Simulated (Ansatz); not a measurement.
Consider the cleavage of the Si–B bond: `CB(N)[SiH3]` + `N[SiH2][SeH]` → `N[SiH2][Se][SiH3]` + `CBN`.

Calculated with Ansatz (gas phase, PBE0-D4/def2-TZVP geometries, no zero-point term in ΔE). CCSD(T)/CBS is the MP2 limit (def2-TZVPP, def2-QZVPP) plus CCSD(T) − MP2 in def2-TZVPP, frozen cores. Functionals use def2-TZVPP. For Se outer-core shells are correlated without core-valence functions, which leaves a few kJ/mol of doubt a bond. Scalar relativity is left out up to krypton. Each species was taken in one conformer, which may not be the lowest.

`CB(N)[SiH3]`:

Z-matrix (Å, degrees):
```
C
B 1 1.573
H 1 1.095 2 110.8
H 1 1.095 2 113.7 3 121.7
H 1 1.095 2 110.7 3 -116.7
N 2 1.392 1 120.4 3 -121.9
Si 2 2.029 1 121.5 3 58.1
H 6 1.006 2 123.8 1 -180.0
H 6 1.009 2 122.7 1 0.1
H 7 1.492 2 111.7 1 59.2
H 7 1.494 2 112.3 1 179.6
H 7 1.492 2 111.6 1 -60.0
```

`N[SiH2][SeH]`:

```xyz
8

N    -0.525    0.080    1.249
Si    0.238   -0.594   -0.126
Se    1.228    0.841   -1.615
H    -0.001    0.660    1.886
H    -1.478    0.398    1.176
H    -0.801   -1.384   -0.827
H     1.389   -1.426    0.299
H    -0.051    1.424   -2.042
```

`N[SiH2][Se][SiH3]`:

Z-matrix (Å, degrees):
```
Si
Se 1 2.298
N 1 1.710 2 117.4
H 1 1.481 2 103.5 3 119.9
H 1 1.483 2 107.8 3 -120.5
Si 2 2.271 1 93.9 3 74.5
H 3 1.008 1 119.2 2 -78.0
H 3 1.008 1 119.7 2 63.6
H 6 1.485 2 111.4 1 75.3
H 6 1.483 2 107.7 1 -164.4
H 6 1.488 2 110.4 1 -45.1
```

`CBN`:

Cartesian coordinates in Å:
```
C -0.066 1.175 -0.005
B 0.511 -0.283 -0.056
N -0.308 -1.403 0.051
H 0.192 1.718 -0.921
H 0.398 1.740 0.811
H -1.151 1.225 0.123
H 1.689 -0.479 -0.190
H 0.042 -2.345 0.020
H -1.306 -1.346 0.166
```

Is it downhill or uphill in electronic energy at CCSD(T)/CBS, and by how much? (Best estimate.)

The calculation gave: Downhill: ΔE = -85.0 kJ/mol.

What do these levels give: r2SCAN-D4, PBE0, HF/def2-TZVPP, MP2/def2-TZVPP, MP2/def2-QZVPP, HF/CBS(def2)? (Best estimate.)

Ansatz gave: r2SCAN-D4 -81.5, PBE0 -77.9, HF/def2-TZVPP -89.5, MP2/def2-TZVPP -90.9, MP2/def2-QZVPP -93.7, HF/CBS(def2) -89.6 kJ/mol.

Largest T1 diagnostic among the species: 0.013.

The D4 term adds −3.6 kJ/mol with B3LYP and −1.9 kJ/mol with PBE0; it sums over pairs of atoms, weighted by their polarisabilities, and B3LYP, whose exchange is more repulsive, gets the larger term. From PBE to PBE0 (25 % exact exchange), in def2-TZVPP and without D4, ΔE moves by −5.4 kJ/mol.

B3LYP here is the variant with VWN-RPA as its local correlation; programs differ in this.
